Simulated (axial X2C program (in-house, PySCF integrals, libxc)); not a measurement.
# How long does MoB⁻ take?

A bond scan computed with an axial X2C code built on PySCF integrals. Basis: Mo dyall-acv3z [12s13p10d5f3g], B dyall-av3z [8s7p3d2f] (cores contracted in-house).

Input:
```json
{"zs": [42, 5], "q": -1, "bas": ["dyall-acv3z", "dyall-av3z"], "levels": ["PBE0", "HF", "BLYP"], "cc": true, "r0": 2.23, "thr": -1.0, "nmax": 90, "npts": 10, "nst": 2, "ntry": 6}
```
```bash
python so2c.py task.json out
```

Keys: zs atomic numbers; q charge; bas basis sets; levels methods; cc coupled cluster on or off; r0 starting distance in Å; thr threshold in hartree for freezing inner shells (an s shell follows its p shell); nmax most natural virtual spinors; npts points on the curve; nst determinants followed; ntry starts of the search. HF also brings MP2.

Hardware: 1 thread of Arm Neoverse V2, with other jobs on the host.

Wall time of one point of each curve, integrals apart:

```
Hamiltonian                                level  points  seconds a point
  spin-free                                 PBE0      10             0.75
  spin-free                                   HF      10             0.47
  spin-free  CCSD(T) (10 electrons, 89 virtuals)       7              4.7
  spin-free                                 BLYP      10             0.54
         2c                                 PBE0      10              1.1
         2c                                   HF      10              1.3
         2c  CCSD(T) (10 electrons, 90 virtuals)       7              5.9
         2c                                 BLYP      10             0.58
```

The rest:

Search with its distance optimisation 97 s, atoms 27 s, whole task 260 s. Coupled cluster runs on the points near the minimum only. The program drops outer points, and coupled cluster, when its time limit (not in the input) nears; MP2, further determinants and curves that did not converge are not in the table.
